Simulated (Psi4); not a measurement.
ethylenediamine (C2H8N2), singlet, geometry from GFN2-xTB; MP2/STO-3G (Psi4).

Psi4 was given this input:
```
memory 2 GB

molecule {
0 1
N     1.80389178    0.38626777   -0.22442841
C     0.55694421    0.17700189    0.49221348
C    -0.55492179   -0.18446869   -0.49175578
N    -1.75934788   -0.55072401    0.23450925
H     2.55231782    0.59994733    0.42532920
H     1.71475544    1.17096056   -0.86238442
H     0.23886758    1.05364064    1.08495630
H     0.69696335   -0.65910161    1.18080159
H    -0.23414157   -1.04963774   -1.07605929
H    -0.70278446    0.65914184   -1.18994644
H    -2.49325710   -0.81799969   -0.41196303
H    -2.09666295    0.23904307    0.77595401
}

set {
  basis sto-3g
}

energy('mp2')
print_variables()
```

Output, abridged:

```
    SCF Algorithm Type (re)set to DF.

   => Loading Basis Set <=

    Name: STO-3G
    Role: ORBITAL
    Keyword: BASIS

         ---------------------------------------------------------
                                   SCF
               by Justin Turney, Rob Parrish, Andy Simmonett
                          and Daniel G. A. Smith
                              RHF Reference
         ---------------------------------------------------------

  ==> Geometry <==

    Molecular point group: c1
    Full point group: C1

    Geometry (in Angstrom), charge = 0, multiplicity = 1:

       Center              X                  Y                   Z               Mass
    ------------   -----------------  -----------------  -----------------  -----------------
         N            1.798538849704     0.406030815489    -0.225639845251    14.003074004430
         C            0.551591279704     0.196764935489     0.491002044749    12.000000000000
         C           -0.560274720296    -0.164705644511    -0.492967215251    12.000000000000
         N           -1.764700810296    -0.530960964511     0.233297814749    14.003074004430
         H            2.546964889704     0.619710375489     0.424117764749     1.007825032230
         H            1.709402509704     1.190723605489    -0.863595855251     1.007825032230
         H            0.233514649704     1.073403685489     1.083744864749     1.007825032230
         H            0.691610419704    -0.639338564511     1.179590154749     1.007825032230
         H           -0.239494500296    -1.029874694511    -1.077270725251     1.007825032230
         H           -0.708137390296     0.678904885489    -1.191157875251     1.007825032230
         H           -2.498610030296    -0.798236644511    -0.413174465251     1.007825032230
         H           -2.102015880296     0.258806115489     0.774742574749     1.007825032230

  Running in c1 symmetry.

  Rotational constants: A =      0.90859  B =      0.12926  C =      0.12037 [cm^-1]
  Rotational constants: A =  27238.82382  B =   3875.13239  C =   3608.62624 [MHz]
  Nuclear repulsion =  132.411923393667649

  Charge       = 0
  Multiplicity = 1
  Electrons    = 34
  Nalpha       = 17
  Nbeta        = 17

  ==> Algorithm <==

  SCF Algorithm Type is DF.
  DIIS enabled.
  MOM disabled.
  Fractional occupation disabled.
  Guess Type is SAD.
  Energy threshold   = 1.00e-08
  Density threshold  = 1.00e-08
  Integral threshold = 1.00e-12

  ==> Primary Basis <==

  Basis Set: STO-3G
    Blend: STO-3G
    Number of shells: 20
    Number of basis functions: 28
    Number of Cartesian functions: 28
    Spherical Harmonics?: true
    Max angular momentum: 1

   => Loading Basis Set <=

    Name: (STO-3G AUX)
    Role: JKFIT
    Keyword: DF_BASIS_SCF

  ==> Integral Setup <==

  SCF_SUBTYPE=INCORE selected. In-core MEM_DF algorithm will be used.
  Using in-core AOs.

  ==> MemDFJK: Density-Fitted J/K Matrices <==

    J tasked:                   Yes
    K tasked:                   Yes
    wK tasked:                   No
    Algorithm:                 Core
    Schwarz Cutoff:           1E-12
    Mask sparsity (%):       0.7653
    Fitting Condition:        1E-10

   => Auxiliary Basis Set <=

  Basis Set: (STO-3G AUX)
    Blend: DEF2-UNIVERSAL-JKFIT
    Number of shells: 148
    Number of basis functions: 448
    Number of Cartesian functions: 524
    Spherical Harmonics?: true
    Max angular momentum: 4

  Minimum eigenvalue in the overlap matrix is 2.0889880295E-01.
  Reciprocal condition number of the overlap matrix is 8.3294154233E-02.
    Using symmetric orthogonalization.

  ==> Pre-Iterations <==

  SCF Guess: Superposition of Atomic Densities via on-the-fly atomic UHF (no occupation information).

   -------------------------
    Irrep   Nso     Nmo
   -------------------------
     A         28      28
   -------------------------
    Total      28      28
   -------------------------

  ==> Iterations <==

[...]
  Energy and wave function converged.

  ==> Post-Iterations <==

    Orbital Energies [Eh]
    ---------------------

    Doubly Occupied:

[...]
    Virtual:

[...]
    Final Occupation by Irrep:
              A
    DOCC [    17 ]
    NA   [    17 ]
    NB   [    17 ]

  @DF-RHF Final Energy:  -186.91980550378901

   => Energetics <=

    Nuclear Repulsion Energy =            132.4119233936676494
    One-Electron Energy =                -516.4888484816904111
    Two-Electron Energy =                 197.1571195842337829
    Total Energy =                       -186.9198055037890072

Computation Completed

Properties will be evaluated at   0.000000,   0.000000,   0.000000 [a0]

Properties computed using the SCF density matrix

 Multipole Moments:

 ------------------------------------------------------------------------------------
     Multipole            Electronic (a.u.)      Nuclear  (a.u.)        Total (a.u.)
 ------------------------------------------------------------------------------------

 L = 1.  Multiply by 2.5417464519 to convert [e a0] to [Debye]
 Dipole X            :          0.1063798           -0.3439296           -0.2375498
 Dipole Y            :         -0.3927544            1.2697891            0.8770347
 Dipole Z            :          0.0240751           -0.0778355           -0.0537605
 Magnitude           :                                                    0.9102252

 ------------------------------------------------------------------------------------

  //>>>>>>>>>>>>>>>>>>>>>>>>>>>>>>>>>>>//
  //               DFMP2               //
  //<<<<<<<<<<<<<<<<<<<<<<<<<<<<<<<<<<<//

   => Loading Basis Set <=

    Name: (STO-3G AUX)
    Role: RIFIT
    Keyword: DF_BASIS_MP2

	 --------------------------------------------------------
	                          DF-MP2
	      2nd-Order Density-Fitted Moller-Plesset Theory

	        Rob Parrish, Justin Turney, Andy Simmonett,
	           Ed Hohenstein, and C. David Sherrill
	 --------------------------------------------------------

   => Auxiliary Basis Set <=

  Basis Set: (STO-3G AUX)
    Blend: DEF2-SVP-RI
    Number of shells: 112
    Number of basis functions: 304
    Number of Cartesian functions: 340
    Spherical Harmonics?: true
    Max angular momentum: 3

	 --------------------------------------------------------
	                 NBF =    28, NAUX =   304
	 --------------------------------------------------------
	   CLASS    FOCC     OCC    AOCC    AVIR     VIR    FVIR
	   PAIRS       0      17      17      11      11       0
	 --------------------------------------------------------

	-----------------------------------------------------------
	 ==================> DF-MP2 Energies <====================
	-----------------------------------------------------------
	 Reference Energy          =    -186.9198055037890072 [Eh]
	 Singles Energy            =      -0.0000000000000000 [Eh]
	 Same-Spin Energy          =      -0.0202003958384770 [Eh]
	 Opposite-Spin Energy      =      -0.1705543097019585 [Eh]
	 Correlation Energy        =      -0.1907547055404356 [Eh]
	 Total Energy              =    -187.1105602093294351 [Eh]
	-----------------------------------------------------------
	 ================> DF-SCS-MP2 Energies <==================
	-----------------------------------------------------------
	 SCS Same-Spin Scale       =       0.3333333333333333 [-]
	 SCS Opposite-Spin Scale   =       1.2000000000000000 [-]
	 SCS Same-Spin Energy      =      -0.0067334652794923 [Eh]
	 SCS Opposite-Spin Energy  =      -0.2046651716423502 [Eh]
	 SCS Correlation Energy    =      -0.2113986369218426 [Eh]
	 SCS Total Energy          =    -187.1312041407108495 [Eh]
	-----------------------------------------------------------

  Variable Map:
  ----------------------------------------------------------------------------
[...]
  Array Variable Map:
  ----------------------------------------------------------------------------
[...]
[...]
```
